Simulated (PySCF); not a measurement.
Polarisability and C₆ of Yb (ytterbium, neutral)

[Xe] 4f14 6s2, closed-shell 1S. Computed with PySCF 2.14 in ANO-RCC-VTZP, with scalar relativity by spin-free X2C-1e. Coupled (time-dependent) response in atomic units; α is the mean over directions. The basis has no added diffuse functions, which lowers α and C₆.

```tsv
method	mean α (bohr³)	C₆ (like pair)	S(−4)
MN15	109.2	1409	5035
```

S(−4) is the Cauchy moment in α(ω) = α(0) + S(−4) ω² + …

Reference α: 139 ± 6 bohr³ (recommended; Schwerdtfeger and Nagle, table of static dipole polarizabilities (2023 update)). Published C₆: 1910 (Gould and Bucko (2016)).

α(iu) at MN15:

```json
{"u (hartree)": "0", "α(iu) (bohr³)": "109.2"}
{"u (hartree)": "0.0500", "α(iu) (bohr³)": "97.98"}
{"u (hartree)": "0.100", "α(iu) (bohr³)": "75.39"}
{"u (hartree)": "0.200", "α(iu) (bohr³)": "40.78"}
{"u (hartree)": "0.300", "α(iu) (bohr³)": "24.47"}
{"u (hartree)": "0.500", "α(iu) (bohr³)": "12.31"}
{"u (hartree)": "0.750", "α(iu) (bohr³)": "7.385"}
{"u (hartree)": "1.00", "α(iu) (bohr³)": "5.273"}
{"u (hartree)": "1.50", "α(iu) (bohr³)": "3.325"}
{"u (hartree)": "2.00", "α(iu) (bohr³)": "2.381"}
{"u (hartree)": "3.00", "α(iu) (bohr³)": "1.446"}
{"u (hartree)": "5.00", "α(iu) (bohr³)": "0.7177"}
```

Spin-orbit coupling, which splits the p, d and f shells strongly at this Z, is absent.
